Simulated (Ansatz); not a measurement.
Ansatz (an electronic-structure program) input (CCSD(T)/def2-SVPD):

Ansatz 0.2 input:
```yaml
crystal:
  periodic: [false, false, false]
  atoms:
    - {symbol: Be, position_ang: [0.00000000, 0.00000000, -0.00000000]}
    - {symbol: C, position_ang: [-0.27352478, -0.59035674, 1.55645069]}
    - {symbol: C, position_ang: [0.05687014, -2.08050784, 1.77891355]}
    - {symbol: H, position_ang: [-1.32375813, -0.41033061, 1.82279788]}
    - {symbol: H, position_ang: [0.29999787, 0.01645359, 2.27002852]}
    - {symbol: H, position_ang: [-0.14217595, -2.39927100, 2.80577829]}
    - {symbol: H, position_ang: [-0.53203519, -2.72589456, 1.12252770]}
    - {symbol: H, position_ang: [1.10878650, -2.29462485, 1.57445874]}
    - {symbol: C, position_ang: [0.27352478, 0.59035674, -1.55645069]}
    - {symbol: C, position_ang: [-0.05687014, 2.08050784, -1.77891355]}
    - {symbol: H, position_ang: [-0.29999787, -0.01645359, -2.27002852]}
    - {symbol: H, position_ang: [1.32375813, 0.41033061, -1.82279788]}
    - {symbol: H, position_ang: [0.14217595, 2.39927100, -2.80577829]}
    - {symbol: H, position_ang: [-1.10878650, 2.29462485, -1.57445874]}
    - {symbol: H, position_ang: [0.53203519, 2.72589456, -1.12252770]}
basis:
  gaussian:
    orbitals: def2-SVPD
magnetization: {spin_polarized: false}
correlation: {method: ccsd_t, electrons: outside_noble_gas}
output: {forces: true}
```

Output:

```
Functional definition: HF
integrals: 0.65 GiB planned
1752 factors; integrals over basis functions are off by at most 1.1e-3 eV
0.76 GiB of device memory are held for the factors and their scratch space
mean field: 0.82 GiB planned
mean field evaluation 1: about -4671.2733 eV, gradient 3.5e1 eV
mean field evaluation 2: about -4671.5995 eV, gradient 3.5e1 eV
mean field evaluation 4: about -4674.9919 eV, gradient 3.4e0 eV
mean field evaluation 8: about -4675.0372 eV, gradient 8.5e-2 eV
mean field evaluation 16: about -4674.1002 eV, gradient 1.3e1 eV
mean field -4675.03729965 eV, -171.8044519082 hartree, gradient 1.9e-6 eV, S^2 0.000000; 0 other end points of the search recorded, 0 dependent functions left out
5 core orbitals not correlated
reference -4675.03729965 eV, -171.8044519082 hartree; 14, 14 occupied and 153, 153 virtual orbitals, 1752 factors
densities: 10.38 GiB planned
second order -17.44254763 eV of doubles, -0.00000000 eV of singles
coupled cluster: 4.02 GiB planned
cycle   1  -18.66503930 eV  change    -1.2e0 eV  update   8.5e-2
cycle   2  -19.15842051 eV  change   -4.9e-1 eV  update   2.5e-2
cycle   3  -19.21655612 eV  change   -5.8e-2 eV  update   8.2e-3
cycle   4  -19.21630227 eV  change    2.5e-4 eV  update   2.3e-3
cycle   5  -19.21603898 eV  change    2.6e-4 eV  update   7.7e-4
cycle   6  -19.21594939 eV  change    9.0e-5 eV  update   2.4e-4
cycle   7  -19.21592756 eV  change    2.2e-5 eV  update   7.8e-5
cycle   8  -19.21593301 eV  change   -5.5e-6 eV  update   2.9e-5
cycle   9  -19.21592245 eV  change    1.1e-5 eV  update   9.9e-6
cycle  10  -19.21591597 eV  change    6.5e-6 eV  update   4.1e-6
perturbative correction -0.60557777 eV, -0.0222545725 hartree
the calculation of the forces begins
0.76 GiB of device memory are held for the factors and their scratch space
Total energy: -4694.85879340 eV, -172.5328783678 hartree
Atom 0 at     0.000000     0.000000    -0.000000 Å, force    -0.000000     0.000000     0.000000 eV/Å
Atom 1 at    -0.273525    -0.590357     1.556451 Å, force     0.068891    -0.196735    -0.062380 eV/Å
Atom 2 at     0.056870    -2.080508     1.778914 Å, force    -0.053780     0.203642     0.000927 eV/Å
Atom 3 at    -1.323758    -0.410331     1.822798 Å, force    -0.376000     0.060953     0.105174 eV/Å
Atom 4 at     0.299998     0.016454     2.270029 Å, force     0.202213     0.212929     0.264431 eV/Å
Atom 5 at    -0.142176    -2.399271     2.805778 Å, force    -0.068375    -0.109368     0.352615 eV/Å
Atom 6 at    -0.532035    -2.725895     1.122528 Å, force    -0.215081    -0.235271    -0.235748 eV/Å
Atom 7 at     1.108786    -2.294625     1.574459 Å, force     0.382068    -0.078318    -0.071275 eV/Å
Atom 8 at     0.273525     0.590357    -1.556451 Å, force    -0.068891     0.196735     0.062380 eV/Å
Atom 9 at    -0.056870     2.080508    -1.778914 Å, force     0.053780    -0.203642    -0.000927 eV/Å
Atom 10 at    -0.299998    -0.016454    -2.270029 Å, force    -0.202213    -0.212929    -0.264431 eV/Å
Atom 11 at     1.323758     0.410331    -1.822798 Å, force     0.376000    -0.060953    -0.105174 eV/Å
Atom 12 at     0.142176     2.399271    -2.805778 Å, force     0.068375     0.109368    -0.352615 eV/Å
Atom 13 at    -1.108786     2.294625    -1.574459 Å, force    -0.382068     0.078318     0.071275 eV/Å
Atom 14 at     0.532035     2.725895    -1.122528 Å, force     0.215081     0.235271     0.235748 eV/Å
Dipole moment:     0.000000    -0.000000     0.000000 e Å
```
